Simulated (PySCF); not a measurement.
A PySCF script (with the pyscf-properties extension) for the NMR shieldings of `[SiH3]BC1([SiH2]S[SiH3])CC1`, C3H13BSSi3, on a GFN2-xTB geometry:

```python
import basis_set_exchange as bse
import numpy as np
from pyscf import gto, dft
from pyscf.prop import nmr

atoms = """
Si   -2.416395   -1.393713    0.271208
B    -1.044908   -0.433627   -0.751381
C    -0.218214    0.751527   -0.194607
Si    1.254319    1.405649   -1.184901
S     2.463469   -0.211476   -1.933765
Si    2.467076   -1.640913   -0.338771
C    -0.993508    1.832556    0.560767
C    -0.102050    0.934983    1.317484
H    -1.982063   -2.753631    0.637887
H    -2.827594   -0.792938    1.555405
H    -3.683577   -1.566477   -0.455608
H    -0.825422   -0.758317   -1.861156
H     0.850044    2.116537   -2.390815
H     2.108537    2.230894   -0.328870
H     3.340211   -2.691854   -0.829178
H     2.982791   -1.005079    0.869591
H     1.094593   -2.091368   -0.117606
H    -0.692292    2.857314    0.399370
H    -2.062092    1.706481    0.661715
H     0.824051    1.337172    1.703391
H    -0.545894    0.183222    1.954130
"""
names = dict.fromkeys(["Si", "B", "C", "S", "H"], "pcSseg-1")
basis = {el: gto.basis.parse(bse.get_basis(n, elements=[el], fmt="nwchem")) for el, n in names.items()}
mol = gto.M(atom=atoms, basis=basis, charge=0, verbose=0)
mf = dft.RKS(mol, xc="PBE0")
mf.grids.level = 2
mf.grids.alignment = dft.numint.BLKSIZE   # the property module wants whole blocks of grid points
mf.conv_tol = 1e-9
mf.kernel()

calc = nmr.RKS(mf)   # GIAO
C = mf.mo_coeff
Co = C[:, mf.mo_occ > 0]
resp = mf.gen_response(singlet=True, hermi=2)
def vind(x):   # induced exchange potential for any number of trial vectors
    d = np.einsum("pi,xij,qj->xpq", C, 2 * x.reshape(-1, C.shape[1], Co.shape[1]), Co, optimize=True)
    return np.einsum("xpq,pi,qj->xij", resp(d - d.transpose(0, 2, 1)), C, Co, optimize=True).ravel()
mo1, _ = nmr.rhf.solve_mo1(calc, with_cphf=vind)
sigma = calc.kernel(mo1)
for i, s in enumerate(sigma):   # ppm
    print("%2d %-2s %9.2f" % (i, mol.atom_pure_symbol(i), np.trace(s) / 3))
```

Q: Give the expected output.

A: 
```
 0 Si    474.67
 1 B      -4.59
 2 C     169.69
 3 Si    360.72
 4 S     819.64
 5 Si    406.12
 6 C     170.49
 7 C     163.96
 8 H      28.19
 9 H      28.54
10 H      28.27
11 H      22.19
12 H      26.58
13 H      27.26
14 H      27.12
15 H      27.18
16 H      27.95
17 H      30.51
18 H      30.30
19 H      30.35
20 H      30.15
```

These numbers come from an equivalent density-fitted implementation of the same equations, which agrees with the script to about 0.01 ppm for H and up to a few tenths of a ppm for heavy atoms, so last digits may differ.

Size and cost of the density-fitted run: 229 basis functions, 95 s wall time on 1 thread of an Arm Neoverse N1, shared host; peak memory 0.98 GiB.
